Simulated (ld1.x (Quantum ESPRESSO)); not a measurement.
potassium, PAW: configuration errors across variants

- Element: K (Z = 19)
- Generator: ld1.x (Quantum ESPRESSO) 7.5
- Type: PAW
- Functional: PW91
- Relativity: scalar-relativistic
- Frozen core: [Ne]
- Valence charge: 9
- Reference configuration: 3s2 3p6 3d0 4s0.5 4p0 (charge +0.5)
- Partial waves: 3s (bound): rcut 1.70, rcutus 2.10 bohr; 4s (bound): rcut 1.70, rcutus 2.10 bohr; 3p (bound): rcut 1.95, rcutus 2.00 bohr; 4p (bound, empty): rcut 1.95, rcutus 2.00 bohr; 3d (bound, empty): rcut 3.95, rcutus 4.55 bohr; 3d channel at 2.2 Ry: rcut 3.95, rcutus 4.55 bohr
- Local potential: all-electron potential smoothed inside 2.30 bohr (lloc = -2)
- Core correction: Bessel-smoothed model core inside 1.55 bohr
- Augmentation charge: PSQ, inside the norm-conserving radii

All-electron excitation energies from the reference (eV): (1) 3s2 3p6 3d0 4s1 4p0 -1.639; (2) 3s2 3p6 3d0 4s0 4p0 2.707; (3) 3s2 3p6 3d0 4s0 4p1 -0.098; (4) 3s2 3p5 3d0 4s1 4p0 23.359; (5) 3s1 3p6 3d0 4s1 4p0 40.405; (6) 3s2 3p6 3d0.5 4s0.5 4p0 -0.430; (7) 3s2 3p6 3d1 4s0 4p0 0.800.

Errors AE − PS in meV (a dash: test not solved or not reliable):

```csv
change,(1),(2),(3),(4),(5),(6),(7),bound ghosts
base,0.0,-0.1,0.0,-4.1,-3.6,-2.6,-3.0,none
"waves 3p (bound): rcut 1.22, rcutus 1.30 bohr; 4p (bound): rcut 1.22, rcutus 1.30 bohr",0.0,-0.1,0.0,-4.1,-3.7,-2.6,-3.1,none
"waves 3p (bound): rcut 1.52, rcutus 1.62 bohr; 4p (bound): rcut 1.52, rcutus 1.62 bohr",0.0,-0.1,0.0,-4.2,-3.4,-2.6,-3.0,none
"waves 3p (bound): rcut 1.84, rcutus 1.94 bohr; 4p (bound): rcut 1.84, rcutus 1.94 bohr",0.0,-0.1,0.0,-4.2,-3.7,-2.6,-2.9,none
"waves 3p (bound): rcut 1.95, rcutus 2.18 bohr; 4p (bound): rcut 1.95, rcutus 2.18 bohr",0.0,-0.1,0.0,-5.5,-5.7,-2.6,-3.1,none
"waves 3p (bound): rcut 1.95, rcutus 2.40 bohr; 4p (bound): rcut 1.95, rcutus 2.40 bohr",0.0,-0.1,0.0,-9.6,-11,-2.6,-3.2,none
"waves 3p (bound): rcut 1.95, rcutus 2.98 bohr; 4p (bound): rcut 1.95, rcutus 2.98 bohr",0.0,-0.1,+0.2,–,–,–,–,none
```

Question: Give the same row for: waves 3p (bound): rcut 1.95, rcutus 2.70 bohr; 4p (bound): rcut 1.95, rcutus 2.70 bohr.

Answer: 0.0, -0.1, +1.4, –, –, –, –; bound ghosts: none.
